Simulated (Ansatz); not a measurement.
System: sum formula BN₂H₃Br, charge 0, multiplicity 2. It need not be the lowest isomer of its formula. 
Geometry from a B3LYP-D3(BJ)/def2-TZVP (Ansatz, a quantum-chemistry and plane-wave program) optimisation:
SMILES: NB(Br)[NH]
```xyz
7

N      1.2904    -1.5254    -0.5496
B      0.0257    -1.0011    -0.1629
N     -1.1691    -1.7103    -0.1012
Br     0.0070     0.9465     0.1537
H      2.0379    -1.4923     0.1409
H     -1.2155    -2.6984    -0.2870
H     -2.0460    -1.2807     0.1365
```
Charge 0, spin multiplicity 2.

Basis-set convergence of Hartree-Fock and CCSD correlation energies (hartree) with Ansatz. Correlated levels leave the core frozen unless marked. Open shells are spin-unrestricted. Spin-orbit coupling is left out. The frozen core is the preceding noble-gas configuration, with the filled d and f shells of earlier blocks. No relativistic terms.

```csv
basis,functions,E(HF),"E(corr, CCSD)"
cc-pVDZ,84,-2707.80285,-0.53369
cc-pVTZ,175,-2707.92015,-0.67385
cc-pVQZ,323,-2707.93306,-0.72019
```

Extrapolating the two largest sets (X = 3 and 4) as X^-3: E(corr) = (64·(-0.72019) - 27·(-0.67385))/37 = -0.7540 Eh, an estimate of the basis-set limit. The largest set recovers 95.5 % of it, the smallest 70.8 %.
